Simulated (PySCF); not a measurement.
Compound: C6H3F3.
Cartesian coordinates in Å at the GFN2-xTB level; atoms count from 1:
```
atom  x, y, z in Å
F1    -2.4360   -1.2043    0.0148
C2    -1.2380   -0.5987    0.0062
C3    -1.1791    0.7834   -0.0353
C4     0.0590    1.4004   -0.0455
C5     1.2115    0.6346   -0.0130
F6     2.4085    1.2399   -0.0227
C7     1.1321   -0.7537    0.0303
F8     2.2479   -1.4934    0.0638
C9    -0.0989   -1.3840    0.0394
H10   -2.0893    1.3599   -0.0583
H11    0.1458    2.4744   -0.0782
H12   -0.1623   -2.4592    0.0725
```

The geometry is computed with GFN2-xTB (gas phase).

Take the most abundant isotopes and a rigid rotor. 

Question: Give the principal moments of inertia and the rotational constants in GHz.

Answer: Ia = 165.14, Ib = 393.55, Ic = 558.69 u·Å²; 505379 MHz·u·Å²/I gives 3060, 1284 and 904.6 MHz, that is A = 3.0602, B = 1.2842, C = 0.9046 GHz.

Question: Classify the top.

Answer: An asymmetric top. Ray's parameter κ = (2B − A − C)/(A − C) = -0.648; −1 is the prolate and +1 the oblate limit.

Question: Is it planar, by Δ = Ic − Ia − Ib?

Answer: Planar: Δ = Ic − Ia − Ib = 0.00 u·Å². For a rigid frame Δ = −2 Σ m c², so it vanishes when all atoms lie in the ab plane; here none is more than 0.01 Å from it.

Question: Estimate the classical rotational partition function at 25 K, 100 K and 500 K.

Answer: Point group Cs, symmetry number σ = 1; q = (√π/σ)·√((kT/h)³/(ABC)), k/h = 20836.6 MHz/K: 11200 at 25 K, 89400 at 100 K, 1000000 at 500 K.

No GFN2-xTB frequencies stand behind this structure, so it isn't proved a minimum. No vibrational averaging or centrifugal distortion is included, and the geometry carries the error of its method.
